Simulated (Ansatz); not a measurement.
`CC[Si]N` + CH₄ → `CC[Si]C` + NH₃ at 600 K and 1 bar (formal exchange of groups at the Si–N bond).

Isolated molecules relaxed with PBE0-D4/def2-TZVP in Ansatz; ΔE leaves out vibrations. CCSD(T)/CBS adds triple-zeta CCSD(T) − MP2 to the extrapolated MP2 energy (def2 sets, frozen cores). This one scheme is used for every species. Each species was taken in one conformer, which may not be the lowest.

```tsv
species	CCSD(T)/CBS energy (Eh)	H − E (kJ/mol)	S (J/(mol·K))
`CC[Si]N`	-424.09714	296.3	401.0
CH₄	-40.46206	140.4	215.7
`CC[Si]C`	-408.00123	322.8	425.5
NH₃	-56.50880	112.4	219.5
```

H − E and S are ideal-gas, rigid-rotor, harmonic terms from PBE0-D4/def2-TZVP, for one conformer and one mirror image of each species. 1 Eh = 2625.50 kJ/mol, R = 8.31446 J/(mol·K).

By hand: ΔE, ΔH, ΔS and ΔG.

ΔE = (-408.00123) + (-56.50880) − (-424.09714) − (-40.46206) = 0.04917 Eh = 129.1 kJ/mol. Δ(H − E) = 322.8 + 112.4 − 296.3 − 140.4 = -1.5, so ΔH = 127.6 kJ/mol. ΔS = 425.5 + 219.5 − 401.0 − 215.7 = 28.3 J/(mol·K). ΔG = 127.6 − 600 × (28.3)/1000 = 110.6 kJ/mol.

By hand: the equilibrium constant, and the temperature at which ΔG would vanish if ΔH and ΔS stayed fixed.

log₁₀ K = −ΔG/(RT ln 10) = -9.6. ΔG = 0 at ΔH/ΔS = 4509 K, far beyond where these terms or the molecules hold.

ΔH outweighs TΔS. A doubt of 5 kJ/mol in ΔE shifts log₁₀ K by 0.4 here. Other conformers and mirror images would add mixing entropy, several J/(mol·K) or more a flexible species. These are equilibria of isolated gas molecules and say nothing of rates. Largest T1 diagnostic: 0.013 (customary marks: 0.02 for closed shells, 0.045 for open ones).
